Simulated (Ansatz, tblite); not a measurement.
Forces on the cluster LiAg₁₂ at its PBE-D4/def2-SVP geometry. Total charge 0; doublet.

In the def2 sets Ag takes a core potential; there is no spin–orbit coupling. The xTB rows come from tblite. Single mean-field runs in def2-TZVP are fitted with def2-universal-jkfit. No other spin state of charge 0 was run. The structure comes from a short search, and lower isomers may exist.

GFN1-xTB (tblite), largest force 0.49 eV/Å:

```xyz
13
positions Å, forces eV/Å
Li   -1.215   -2.936    0.129    0.249    0.288    0.062
Ag    0.031    1.086   -2.510    0.017    0.044   -0.251
Ag   -1.342   -0.342   -0.616   -0.303   -0.382   -0.088
Ag    1.280    0.344    1.030    0.241    0.049    0.193
Ag    1.314   -2.462    1.295   -0.091   -0.056   -0.181
Ag    0.516    2.695   -0.367    0.180    0.290   -0.024
Ag   -1.058   -1.149    2.062   -0.099   -0.021    0.046
Ag    1.137   -1.261   -1.331    0.121   -0.354   -0.172
Ag   -1.149    1.633    1.540   -0.158    0.063    0.274
Ag    2.666    1.130   -1.353   -0.101    0.023    0.043
Ag   -2.251    2.262   -0.966    0.090   -0.049    0.000
Ag   -3.444    0.175    1.016   -0.056    0.046    0.045
Ag    3.516   -1.173    0.071   -0.089    0.059    0.054
```

PBE-D4/def2-TZVP (Ansatz), largest force 0.07 eV/Å:

```
Li 0.001 0.015 0.007
Ag 0.009 -0.014 0.063
Ag 0.036 0.038 0.047
Ag -0.029 -0.013 -0.055
Ag -0.015 0.041 -0.029
Ag -0.019 -0.054 -0.006
Ag 0.008 0.031 -0.058
Ag 0.008 0.039 0.047
Ag 0.002 -0.050 -0.050
Ag -0.052 -0.027 0.024
Ag 0.045 -0.023 0.017
Ag 0.054 -0.003 -0.002
Ag -0.048 0.018 -0.007
```
